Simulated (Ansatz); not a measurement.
Ansatz (a quantum-chemistry and plane-wave program) input:

Ansatz 0.2 input:
```yaml
crystal:
  periodic: [false, false, false]
  atoms:
    - {symbol: Sn, position_ang: [0.01881962, -0.41534102, -0.00552662]}
    - {symbol: O, position_ang: [0.02447566, -2.14099602, 0.00142035]}
    - {symbol: O, position_ang: [0.77845948, 1.29146324, -0.03776854]}
    - {symbol: O, position_ang: [-0.76226505, 1.28216493, 0.01302174]}
basis:
  gaussian:
    orbitals: def2-TZVP
hamiltonian:
  xc: b3lyp
  dispersion: d3bj
relax: {f_tol: 0.002, max_steps: 150}
```

Predict the final energy.

-439.96851 Eh (B3LYP-D3(BJ)/def2-TZVP). The basis has 143 functions. The run takes around 21 core-seconds (rough).
